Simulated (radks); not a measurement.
Species: the gadolinium ion Gd2+. Configuration: [Xe] 4f7 5d1.

All-electron calculation, scalar-relativistic Kohn-Sham, SCAN, spin-polarised, spherical densities, finite nucleus; open shells are filled with parallel spins first (spin-orbit coupling, left out, can overturn this in heavy ions); meta-GGA in the generalised Kohn-Sham scheme; Fermi nuclear charge, rms radius 5.1569 fm. Program: a radial shooting solver on a logarithmic mesh with Libxc functionals.

Energy parts (hartree):
part                       energy
total                 -11271.8079
kinetic                12102.5766
electron-nucleus      -27463.7409
Hartree                 4339.2174
exchange-correlation    -249.8610

Orbitals (lengths in bohr, moments of r in powers of bohr):
[
 {"orbital": "1s down", "occ.": "1", "eigenvalue (hartree)": "-1844.170", "<1/r>": "71.64", "<r>": "0.02191"},
 {"orbital": "1s up", "occ.": "1", "eigenvalue (hartree)": "-1844.170", "<1/r>": "71.64", "<r>": "0.02191"},
 {"orbital": "2s up", "occ.": "1", "eigenvalue (hartree)": "-305.7018", "<1/r>": "16.64", "<r>": "0.09323"},
 {"orbital": "2s down", "occ.": "1", "eigenvalue (hartree)": "-305.6967", "<1/r>": "16.64", "<r>": "0.09323"},
 {"orbital": "2p up", "occ.": "3", "eigenvalue (hartree)": "-271.9445", "<1/r>": "15.52", "<r>": "0.08237"},
 {"orbital": "2p down", "occ.": "3", "eigenvalue (hartree)": "-271.9407", "<1/r>": "15.52", "<r>": "0.08236"},
 {"orbital": "3s up", "occ.": "1", "eigenvalue (hartree)": "-68.53258", "<1/r>": "6.110", "<r>": "0.2441"},
 {"orbital": "3s down", "occ.": "1", "eigenvalue (hartree)": "-68.41510", "<1/r>": "6.120", "<r>": "0.2438"},
 {"orbital": "3p up", "occ.": "3", "eigenvalue (hartree)": "-57.99949", "<1/r>": "5.736", "<r>": "0.2429"},
 {"orbital": "3p down", "occ.": "3", "eigenvalue (hartree)": "-57.87834", "<1/r>": "5.745", "<r>": "0.2426"},
 {"orbital": "3d up", "occ.": "5", "eigenvalue (hartree)": "-44.09448", "<1/r>": "5.434", "<r>": "0.2214"},
 {"orbital": "3d down", "occ.": "5", "eigenvalue (hartree)": "-43.99550", "<1/r>": "5.443", "<r>": "0.2210"},
 {"orbital": "4s up", "occ.": "1", "eigenvalue (hartree)": "-14.44203", "<1/r>": "2.567", "<r>": "0.5526"},
 {"orbital": "4s down", "occ.": "1", "eigenvalue (hartree)": "-14.16551", "<1/r>": "2.563", "<r>": "0.5531"},
 {"orbital": "4p up", "occ.": "3", "eigenvalue (hartree)": "-10.95217", "<1/r>": "2.362", "<r>": "0.5847"},
 {"orbital": "4p down", "occ.": "3", "eigenvalue (hartree)": "-10.67458", "<1/r>": "2.358", "<r>": "0.5855"},
 {"orbital": "4d up", "occ.": "5", "eigenvalue (hartree)": "-6.11708", "<1/r>": "2.083", "<r>": "0.6356"},
 {"orbital": "4d down", "occ.": "5", "eigenvalue (hartree)": "-5.83285", "<1/r>": "2.076", "<r>": "0.6378"},
 {"orbital": "5s up", "occ.": "1", "eigenvalue (hartree)": "-2.39749", "<1/r>": "1.003", "<r>": "1.322"},
 {"orbital": "5s down", "occ.": "1", "eigenvalue (hartree)": "-2.29585", "<1/r>": "0.9729", "<r>": "1.355"},
 {"orbital": "5p up", "occ.": "3", "eigenvalue (hartree)": "-1.54832", "<1/r>": "0.8461", "<r>": "1.544"},
 {"orbital": "5p down", "occ.": "3", "eigenvalue (hartree)": "-1.46463", "<1/r>": "0.8263", "<r>": "1.571"},
 {"orbital": "4f up", "occ.": "7", "eigenvalue (hartree)": "-0.90989", "<1/r>": "1.537", "<r>": "0.8471"},
 {"orbital": "5d up", "occ.": "1", "eigenvalue (hartree)": "-0.57685", "<1/r>": "0.5540", "<r>": "2.309"}
]

The highest occupied level is 5d up at -15.697 eV. Summed over all electrons, <r^2> = 42.14 bohr^2, which gives a Langevin (diamagnetic) susceptibility term of -33.4 x 10^-6 cm^3/mol.

Empty levels of this run are not shown, since the potential may be unsettled where no density lies.
